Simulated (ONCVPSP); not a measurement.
## Before and after: ONCV potential for copper

```json
{
  "Element": "copper",
  "Generator": "ONCVPSP 4.0.1",
  "Type": "optimised norm-conserving Vanderbilt (ONCV)",
  "Functional": "BLYP",
  "Relativity": "scalar-relativistic",
  "Frozen core": "[Ne]",
  "Valence charge": "19",
  "Reference configuration": "3s2 3p6 3d10 (charge +1)",
  "Partial waves": "3s: rc 1.15 bohr, ncon 4, nbas 7, qcut 13.8 1/bohr, 2 projectors, debl 2.6 Ha; 3p: rc 1.10 bohr, ncon 5, nbas 8, qcut 12.4 1/bohr, 1 projector; 3d: rc 1.40 bohr, ncon 5, nbas 10, qcut 13 1/bohr, 2 projectors, debl 2.3 Ha",
  "Local potential": "polynomial inside 1.00 bohr (lpopt 4, dvloc0 0 Ha)",
  "Core correction": "Teter function, parameters optimised by the program"
}
```

In the s channel the program set the typed energies aside and used -4.528, 0.250 Ha.

Change: all radii but the core radius scaled by about 0.94 (s 1.08, p 1.04, d 1.32 bohr); local potential polynomial inside 0.94 bohr (lpopt 4, dvloc0 0 Ha).

Cutoffs: the cutoffs (Ha) at which the residual kinetic energy of the hardest occupied pseudo-wave falls to 1 and 0.1 mHa per electron; they do not see the model core or the augmentation charge, which bear on the density cutoff. Errors are all-electron minus pseudo energies relative to the spin-unpolarised reference configuration.

How do hardness, ghosts and transferability respond?

The potential gets neither clearly harder nor softer (63 Ha and 71 Ha → 66 Ha and 74 Ha); the number of tests with a reliable result goes from 3 to 2; neither file shows a bound ghost.

| quantity | base | changed |
| --- | --- | --- |
| cutoff, loose | 63 Ha | 66 Ha |
| cutoff, tight | 71 Ha | 74 Ha |
| loose cutoff by channel | s 57 Ha, p 45 Ha, d 63 Ha | s 58 Ha, p 43 Ha, d 66 Ha |
| bound ghosts | none | none |
| GHOST(+) flags under 300 eV | none | none |
| tests with a reliable result | 3 of 4 | 2 of 4 |
| error for 3s2 3p6 3d9, meV [ΔE 21.38 eV] | -33 | -63 |
| error for 3s2 3p6 3d8, meV [ΔE 60.41 eV] | -93 | -203 |
| rms error of d²Exc/dni dnj with the model core, mHa | 0.28 | 0.52 |
